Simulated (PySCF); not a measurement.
Gas-phase reaction: ZrCl₄ + 2 H₂O ⇌ ZrCl₂(OH)₂ + 2 Cl + 2 H

Method: PySCF energies (xtb for GFN2) plus ideal-gas RRHO corrections (1 bar). † marks an energy on the PBE0/def2-TZVP geometry and frequencies; other levels use their own. MP2 and CCSD(T) freeze the core. Open shells (unrestricted): Cl (multiplicity 2, electronic degeneracy 6), H (multiplicity 2); the rest are closed-shell singlets. GFN2 has no spin-polarisation term. Spin-orbit splitting is ignored; it lowers the true energy and changes the entropy of Cl. B3LYP is the form with VWN-RPA correlation. Zr: scalar-relativistic def2 core potential, no spin-orbit coupling. ZrCl₂(OH)₂: computed as isolated molecules; such fragments, hydroxides, amides, oligomers or adducts are transient or little studied in the gas. MP2 isn't extrapolated to the basis-set limit; its ΔH°(298 K) is 787.6 kJ in def2-SVP and 884.1 kJ in def2-TZVPP. CCSD(T) isn't extrapolated to the basis-set limit; its ΔH°(298 K) is 792.2 kJ in def2-SVP and 871.8 kJ in def2-TZVPP. The harmonic model lacks anharmonicity and excited electronic states, which grow with temperature; levels with a mode under 35 cm⁻¹ are left out. Soft modes under 120 cm⁻¹ make the harmonic entropy rough for ZrCl₄, ZrCl₂(OH)₂.

```csv
level,"ΔE electronic, kJ","ΔH°(298 K), kJ","ΔS°(298 K), J/K","ΔG°(1200 K), kJ"
B3LYP/def2-TZVP†,906,860,212,575
BLYP/def2-TZVP†,899,853,212,568
CCSD(T)/def2-SVP†,838,792,212,507
GFN2-xTB,1032,987,223,688
M06-2X/def2-TZVP†,924,878,212,593
MP2/def2-SVP†,834,788,212,502
PBE/def2-TZVP†,928,881,212,596
PBE0/def2-QZVP†,931,885,212,599
PBE0/def2-TZVP,918,872,212,586
r2SCAN/def2-TZVP†,926,880,212,595
ωB97M-V/def2-TZVP†,924,878,212,593
```
ΔH° is lowest at MP2/def2-SVP† and highest at GFN2-xTB. No reference value is set beside these.
